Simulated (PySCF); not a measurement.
Mn(13+) (manganese, charge +13): Hartree-Fock from Schrödinger to Dirac-Coulomb-Breit

Occupied: 1s1/2, 2s1/2, 2p1/2, 2p3/2, 3s1/2. Hartree-Fock calculated with PySCF 2.14 in an even-tempered Gaussian basis (18 s from 0.44 bohr⁻², ratio 2.7; 13 p from 0.52 bohr⁻², ratio 2.7), Gaussian nucleus throughout. NR is non-relativistic, sf-X2C the spin-free one-electron X2C Hamiltonian, X2C adds the bare one-electron spin-orbit term, X2C-SNSO screens it by Boettger's factors, DC is four-component Dirac-Coulomb, and the Gaunt and Breit terms are added at first order (total energies over the DC spinors, levels after relaxing the spinors in that mean field). QED terms are absent. Levels marked empty are virtual spinors of this ion; the basis has s and p functions only, so 3d, which can lie below the n = 4 levels, is absent.

```
Hamiltonian  E (hartree)  E − E(DC) (hartree)  CPU seconds
         NR   -1076.8924               7.6353         0.43
     sf-X2C   -1084.3662               0.1615         0.24
        X2C   -1084.3833               0.1444         0.31
   X2C-SNSO   -1084.3807               0.1470         0.32
         DC   -1084.5277               0.0000           13
   DC+Gaunt   -1084.1012               0.4265           24
   DC+Breit   -1084.1361               0.3916           73
```

Give the 3p spin-orbit interval with each Hamiltonian that has one.

X2C 2.178; X2C-SNSO 2.002; DC 1.980; DC+Gaunt 1.924; DC+Breit 1.924 (eV).

```json
{"level (eV)": "1s1/2", "NR": "-6938.9", "sf-X2C": "-6992.8", "X2C": "-6992.8", "X2C-SNSO": "-6992.8", "DC": "-6995.6", "DC+Gaunt": "-6988.7", "DC+Breit": "-6989.0"}
{"level (eV)": "2s1/2", "NR": "-1166.2", "sf-X2C": "-1178.3", "X2C": "-1178.3", "X2C-SNSO": "-1178.3", "DC": "-1178.5", "DC+Gaunt": "-1178.0", "DC+Breit": "-1178.1"}
{"level (eV)": "2p1/2", "NR": "-1050.7", "sf-X2C": "-1053.0", "X2C": "-1061.1", "X2C-SNSO": "-1060.4", "DC": "-1060.5", "DC+Gaunt": "-1059.5", "DC+Breit": "-1059.6"}
{"level (eV)": "2p3/2", "NR": "-1050.7", "sf-X2C": "-1053.0", "X2C": "-1049.1", "X2C-SNSO": "-1049.4", "DC": "-1049.6", "DC+Gaunt": "-1049.0", "DC+Breit": "-1049.1"}
{"level (eV)": "3s1/2", "NR": "-397.82", "sf-X2C": "-400.66", "X2C": "-400.66", "X2C-SNSO": "-400.66", "DC": "-400.71", "DC+Gaunt": "-400.60", "DC+Breit": "-400.61"}
{"level (eV)": "3p1/2 (empty)", "NR": "-340.02", "sf-X2C": "-340.75", "X2C": "-342.22", "X2C-SNSO": "-342.10", "DC": "-342.10", "DC+Gaunt": "-341.93", "DC+Breit": "-341.95"}
{"level (eV)": "3p3/2 (empty)", "NR": "-340.02", "sf-X2C": "-340.75", "X2C": "-340.04", "X2C-SNSO": "-340.10", "DC": "-340.12", "DC+Gaunt": "-340.00", "DC+Breit": "-340.03"}
{"level (eV)": "4s1/2 (empty)", "NR": "-184.82", "sf-X2C": "-185.79", "X2C": "-185.79", "X2C-SNSO": "-185.79", "DC": "-185.81", "DC+Gaunt": "-185.77", "DC+Breit": "-185.78"}
```

Weight of the small component: 1s1/2 0.00808, 2s1/2 0.00152, 2p1/2 0.00147, 2p3/2 0.00146, 3s1/2 0.000450, 3p1/2 0.000414, 3p3/2 0.000411, 4s1/2 0.000189.

Koopmans' value for the highest occupied level at DC+Breit: 400.61 eV, against an ionisation energy of 402.95 ± 0.25 eV (semi-empirical (NIST evaluation); NIST Atomic Spectra Database, ionization energies); the former lacks relaxation, correlation, QED and recoil.

The whole ladder took 110 s of wall time on 1 thread of Neoverse-N1 (shared host), launched as `OMP_NUM_THREADS=1 python relrun2.py TASK.json OUT` (a driver that calls PySCF for each Hamiltonian).
